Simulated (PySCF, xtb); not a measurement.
SeFI, SMILES [Se](F)I.

GFN2-xTB run with xtb at its own geometry gives an orbital gap of 2.70 eV and a dipole moment of 3.42 D.

Coordinates come from a B3LYP-D3(BJ)/def2-TZVP optimisation. The def2 effective core potentials stand for the cores of I; spin–orbit coupling is left out.

Question: What does PySCF with PBE0/def2-TZVPD give? (The exact figures need the calculation; the answer reports its results.)

Answer: gap 3.87 eV (levels -6.92 and -3.05 eV), dipole 1.51 D.
